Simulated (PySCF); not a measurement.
# $^{33}$S chemical shifts

Calculated, not measured (PySCF): shieldings: GIAO PBE0/pcSseg-1, geometry: GFN2-xTB. Single conformer, gas phase, averaged over atoms made equivalent by symmetry, fast rotation or ring inversion, relativity neglected.

Shieldings were converted by a linear fit to measured shifts: $^{33}$S: δ = 158.28 − 0.937σ (rms 33.3 ppm, 20 shifts vs sulfate, solution or neat liquid). A few per cent of atoms miss by over 2 rms, more outside the fitted compound classes.

(1) Give the $^{33}$S shifts of `CS(=O)(=O)c1ccc(F)cc1`, `C=CC1=C(C)C=C(F)S1(=O)=O`, `CS[SiH2]S[Si@@H](F)[SiH3]`.

(2) Order these by $^{33}$S shift, lowest first.
A. C[C@H](O)CCSCF
B. C=CS(=O)(=O)O[SiH3]
C. C[Si@](O)(S)OC=O
D. CSc1pcpc(C=O)p1
E. C[C@H](S)CCOCF

Answers

(1) 
| compound | environment | δ (ppm) |
| --- | --- | --- |
| CS(=O)(=O)c1ccc(F)cc1 | sulfone sulfur | -43 |
| C=CC1=C(C)C=C(F)S1(=O)=O | sulfone sulfur | -19 |
| [CH3:1][S:2][SiH2:3][S:4][Si@@H:5]([F:6])[SiH3:7] | S2: sulfur bonded to C, Si | -484 |
| [CH3:1][S:2][SiH2:3][S:4][Si@@H:5]([F:6])[SiH3:7] | S4: sulfur bonded to 2 Si | -495 |

(2) C (-497 ppm, sulfur bonded to Si, H), E (-335 ppm, thiol sulfur), A (-265 ppm, sulfide sulfur), D (-176 ppm, sulfide sulfur), B (-32 ppm, sulfonyl sulfur).
